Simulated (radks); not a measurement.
The lithium anion Li-, [He] 2s2, held by a Watson sphere: a shell of charge +1.31 at radius R that stands for the Madelung well of a crystal (potential energy -1.31/R inside, -1.31/r outside, in hartree with lengths in bohr). All-electron calculation, non-relativistic Kohn-Sham, LDA (Slater exchange, Perdew-Wang correlation), spin-polarised, spherical densities, point nucleus. Program: a radial shooting solver on a logarithmic mesh with Libxc functionals. Response by self-consistent Sternheimer equations with the Hartree and adiabatic LDA kernel. The sphere does not respond.

R (bohr)  e(1s) (eV)  e(2s) (eV)  <r> 2s (bohr)  sum of <r^2> (bohr^2)  X-ray form factor at sin(theta)/lambda = 0.3 1/angstrom  alpha (bohr^3)
1.89         -56.283      -7.101          2.953                  21.44                                                    1.456           62.61
2.1          -55.044      -6.937          3.029                  22.44                                                    1.456           66.83
2.78         -52.791      -6.342          3.302                  26.27                                                    1.468           85.87
3.03         -52.337      -6.117          3.406                  27.85                                                    1.474           94.76
3.17         -52.133      -5.993          3.464                  28.75                                                    1.477           100.1
3.24         -52.041      -5.932          3.492                  29.21                                                    1.478           102.9
3.35         -51.909      -5.836          3.537                  29.93                                                    1.480           107.5
3.62         -51.638      -5.607          3.646                  31.74                                                    1.485           119.3
